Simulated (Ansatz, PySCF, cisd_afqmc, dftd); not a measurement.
System: SF$_{2}$, charge 0, singlet. SF2 (fluoro thiohypofluorite, SMILES FSF).
B3LYP-D3(BJ)/def2-TZVP minimum from Ansatz (an electronic-structure program):
```xyz
3

F     -1.2130    -0.5047     0.0161
S     -0.0057     0.5532     0.0075
F      1.2232    -0.4788    -0.0294
```

Property: enthalpy of formation at 298 K (by atomisation, with ideal-gas terms from PySCF's Hessian at B3LYP-D3(BJ)/def2-TZVP and the atoms' measured values of the G2/97 table; no spin-orbit terms), in kcal/mol. Radicals and triplets start from unrestricted determinants; spin-orbit coupling is neglected. Correlated methods leave the cores frozen. Rows without X2C or -DK are non-relativistic. AFQMC is phaseless with a CISD trial state; ± is one standard error, without the phaseless bias. Outlying blocks are dropped, and bars are widened where a walk drifts. Over all cases where full CI ran beside it in this data, AFQMC minus full CI had a median of +0.1 mEh and passed +0.4 mEh in a tenth of the cases. CBS(X,Y): correlation extrapolated as X^-3, Hartree-Fock from the larger set (Q,5: extrapolated as (X+1)exp(-9√X)). A bracket is a step between two methods taken in the basis named. Functionals run without relativity, which enters their misses. Double hybrids freeze cores in their MP2 part. '+ core + X2C': CCSD(T) terms for core correlation (cc-pwCVTZ, 1s frozen past Ne) and scalar relativity (cc-pVTZ-DK).

```json
[
 {"level": "PBE0-D4/def2-TZVPD", "program": "Ansatz + dftd4", "enthalpy of formation at 298 K (kcal/mol)": "-68.6", "difference against the last row": "3.5"},
 {"level": "B2PLYP-D3(BJ)/def2-TZVPD", "program": "Ansatz + dftd3", "enthalpy of formation at 298 K (kcal/mol)": "-67.6", "difference against the last row": "4.5"},
 {"level": "B2GP-PLYP/def2-TZVPD", "program": "Ansatz", "enthalpy of formation at 298 K (kcal/mol)": "-64.8", "difference against the last row": "7.3"},
 {"level": "MP2/CBS(cc-pV(T+d)Z,cc-pV(Q+d)Z)", "program": "Ansatz", "enthalpy of formation at 298 K (kcal/mol)": "-84.2", "difference against the last row": "-12.1"},
 {"level": "CCSDT(Q)/cc-pV(D+d)Z", "program": "Ansatz", "enthalpy of formation at 298 K (kcal/mol)": "-30.8", "difference against the last row": "41.3"},
 {"level": "CCSDT(Q)/cc-pV(T+d)Z", "program": "Ansatz", "enthalpy of formation at 298 K (kcal/mol)": "-58.0", "difference against the last row": "14.1"},
 {"level": "AFQMC/CISD/cc-pV(D+d)Z", "program": "cisd_afqmc", "enthalpy of formation at 298 K (kcal/mol)": "-30.4 ± 0.2", "difference against the last row": "41.7"},
 {"level": "AFQMC/CISD/cc-pV(T+d)Z", "program": "cisd_afqmc", "enthalpy of formation at 298 K (kcal/mol)": "-58.3 ± 0.3", "difference against the last row": "13.8"},
 {"level": "CCSD(T)/CBS(cc-pV(Q+d)Z,cc-pV(5+d)Z) + [AFQMC/CISD - CCSD(T)]/cc-pV(D+d)Z + core + X2C", "program": "Ansatz + cisd_afqmc", "enthalpy of formation at 298 K (kcal/mol)": "-72.3 ± 0.2", "difference against the last row": "-0.2"},
 {"level": "CCSD(T)/CBS(cc-pV(Q+d)Z,cc-pV(5+d)Z) + [CCSDT(Q) - CCSD(T)]/cc-pV(T+d)Z + core + X2C", "program": "Ansatz", "enthalpy of formation at 298 K (kcal/mol)": "-72.1", "difference against the last row": "0.0"}
]
```
